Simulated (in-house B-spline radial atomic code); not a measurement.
The numbers below are computed, except where a source is named.
**Two electrons in Si: a parabolic dot with ħω = 1.88 meV in all three directions with an ionised donor at its centre**

For Si the NSM archive of the Ioffe Institute lists m_l = 0.98 m0, m_t = 0.19 m0 and ε = 11.7; the model takes one isotropic valley with the conductivity mass 3/(1/m_l + 2/m_t) = 0.26 m0, and so misses anisotropy and the other valleys. All triplets below are those of one valley; with several valleys two electrons can form a triplet in the 1s orbital itself, at an energy set by the valley splitting. Real donors also feel a central-cell potential, which shifts the ground state.

Effective-mass model with parabolic bands, a uniform dielectric constant, no image charges, no central-cell or spin-orbit terms. Two-electron levels come from full CI in B-splines with partial waves to l = 5 (up to 0.001 effective hartree above the limit).

(1) What are the effective units, and what is the potential in them?

In these units the lowest s and p orbitals lie at -0.498026 and -0.107944, and their Coulomb and exchange integrals are J_ss = 0.628096, J_sp = 0.267360 and K_sp = 0.0213. Full CI gives -0.514877 for the ground singlet, -0.411595 for the sp triplet, -0.407312 for the sp singlet and -0.424514 for the lowest triplet of two s orbitals.

(2) What does it cost to add the second electron, to first order and exactly?

(3) How far above the singlet do the triplets lie?

## Answers

(1) Ha* = 27211.386 meV × 0.26/11.7² = 51.68 meV and a* = 0.0529177 nm × 11.7/0.26 = 2.381 nm. The frequency is ω = 0.0364 Ha*, with −1/r added.

(2) To first order E = 2ε_s + J_ss = -0.367956, so the charging energy E(2) − 2E(1) is J_ss = 32.46 meV. CI gives -0.514877 − 2 × (-0.498026) = 0.481176, or 24.87 meV: relaxation and correlation lower it by 7.593 meV, 23.4 % of J_ss. The s² configuration of one-electron orbitals holds 67.9 % of the state, and the mean radius is 5.76 nm.

(3) To first order the sp triplet lies at ε_s + ε_p + J_sp − K_sp = -0.359908, which is 0.416 meV above 2ε_s + J_ss. CI gives -0.411595 − (-0.514877) = 0.103281, or 5.338 meV, 26 % of the orbital spacing of 20.16 meV. The ss triplet lies 4.67 meV up, so the lower of the two is the ss one, and its gap equals k_BT at 54.2 K. The sp singlet-triplet splitting is 0.2214 meV, against 2K_sp = 2.201 meV.
